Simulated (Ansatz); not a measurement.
A nudged elastic band was laid between two geometries of CH6NOSb (10 atoms, charge 0, multiplicity 1).

Method: RKS BLYP/def2-SVP (Ansatz 0.2.0).

* movable images: 7
* climbing image: yes
* spring: 5.0 eV/Å²
* optimiser: quadratic models (default)
* start path: IDPP
* force threshold: 0.05 eV/Å
* iteration limit: 60
* end points: relaxed

Initial state:

```xyz
10
Properties=species:S:1:pos:R:3
N -0.972 0.404 0.776
C -0.380 0.882 -0.481
O 0.504 -0.073 -1.011
Sb 1.695 -0.954 0.450
H -1.734 -0.267 0.609
H -1.341 1.169 1.357
H 0.114 1.860 -0.244
H -1.133 1.080 -1.284
H 2.584 -1.740 -0.839
H 0.748 -2.414 0.670
```

Final state:

```xyz
10
Properties=species:S:1:pos:R:3
N -1.563 0.634 0.396
C -0.459 0.881 -0.507
O 0.407 -0.231 -0.795
Sb 1.888 -0.705 0.547
H -2.084 -0.205 0.106
H -1.240 0.471 1.360
H 0.108 1.759 -0.114
H -0.879 1.165 -1.497
H 2.743 -1.636 -0.652
H 1.163 -2.185 1.158
```

(1) Which bonds break or form, and what moves?

(2) Give the energies along the band, and the barrier.

(3) What is the geometry of the highest image?

(4) What are the harmonic wavenumbers there?

## Answers

(1) No bond is made or broken. The height of N1 over the plane of its neighbours goes from -0.35 to 0.37 Å.

(2) The forces met the threshold. The highest image is number 4 of 0 to 8, 0.144 eV above the first end and 0.093 eV above the last; the last end lies 0.051 eV above the first. A vibrational analysis at the climbing image gives one clearly imaginary mode, 493i cm⁻¹: a first-order saddle point.

```csv
image,path coordinate (Å),energy (eV),height of N1 over the plane of its neighbours (Å)
0,0.00,0.000,-0.35
1,0.18,0.004,-0.34
2,0.36,0.026,-0.29
3,0.53,0.098,-0.14
4,0.71,0.144,0.04
5,1.04,0.076,0.31
6,1.37,0.057,0.35
7,1.70,0.052,0.36
8,2.02,0.051,0.37
```

(3) 
```xyz
10
Properties=species:S:1:pos:R:3
N -1.236 0.501 0.569
C -0.429 0.872 -0.557
O 0.566 -0.077 -0.952
Sb 1.653 -0.882 0.604
H -1.874 -0.291 0.512
H -1.125 0.944 1.478
H 0.017 1.869 -0.319
H -1.054 0.998 -1.472
H 2.761 -1.568 -0.556
H 0.804 -2.416 0.695
```

(4) 493i, 101, 137, 184, 382, 473, 560, 619, 651, 817, 851, 975, 1080, 1168, 1289, 1357, 1435, 1543, 1778, 1834, 2873, 2920, 3505, 3630 cm⁻¹.

The run took 54 s on 2 threads of AMD EPYC 9R45 96-Core Processor (Zen 5), on a shared host, peak memory 0.17 GiB.
